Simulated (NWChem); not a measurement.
Species: CH₄FGaO; SMILES [GaH]([F])[O]C

```xyz
8

Ga    -0.2482     0.4234     0.0006
H     -1.7937     0.5309     0.0049
F      0.7607     1.8480    -0.0044
O      0.7051    -1.0659     0.0030
C      0.1897    -2.3654    -0.0015
H      0.5143    -2.9046    -0.9092
H      0.5674    -2.9285     0.8701
H     -0.9167    -2.4087     0.0311
```
Atoms are numbered in this order, from 1.

Computed with NWChem. Coordinates come from a PBE0/def2-SVP optimisation. Vzz is the largest principal value of the second derivative of the potential at the nucleus (NWChem prints the opposite sign); η is the asymmetry. Non-relativistic.

Q: Estimate the computed values for Hartree-Fock/cc-pVTZ. Quantities: Vzz Ga1 (a.u.); η Ga1; Vzz O4 (a.u.); η O4.

A: 
```
Quantity        Result
--------------  ------
Vzz Ga1 (a.u.)   2.907
η Ga1             0.35
Vzz O4 (a.u.)    1.662
η O4              0.22
```
